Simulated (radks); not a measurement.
Values are calculated unless marked as measured or tabulated.
Effect of the nuclear size on neutral indium, [Kr] 4d10 5s2 5p1. Code: a radial shooting solver on a logarithmic mesh with Libxc functionals. Model: Dirac Kohn-Sham, exchange-only LDA, spin-unpolarised, spherical densities, finite nucleus; open shells fill j = l - 1/2 first; Fermi nuclear charge, rms radius 4.6156 fm. The rms radius is varied about that value; shifts are against it.

rms radius (fm)  total energy shift (eV)  density at nucleus (e/bohr^3)  1s1/2 shift (meV)  2s1/2 shift (meV)  4s1/2 shift (meV)  4p1/2 shift (meV)  5s1/2 shift (meV)
4.0525                            -0.830                      1.774e+05               -349              -39.6              -1.44              0.127             -0.099
4.2648                            -0.528                      1.761e+05               -222              -25.2             -0.917              0.081             -0.063
4.6156                                 0                       1.74e+05              0.000              0.000              0.000              0.000              0.000
5.0402                             0.687                      1.718e+05                289               32.7               1.19             -0.105              0.082
5.5433                              1.57                      1.694e+05                658               74.7               2.72             -0.240              0.188

Slopes of the eigenvalues against <r^2> in GHz/fm^2, as finite differences over the two radii next to the reference (eigenvalue slopes, not the field-shift constants of lines): 1s1/2 17100, 2s1/2 1940, 4s1/2 70.7, 4p1/2 -6.25, 5s1/2 4.88.
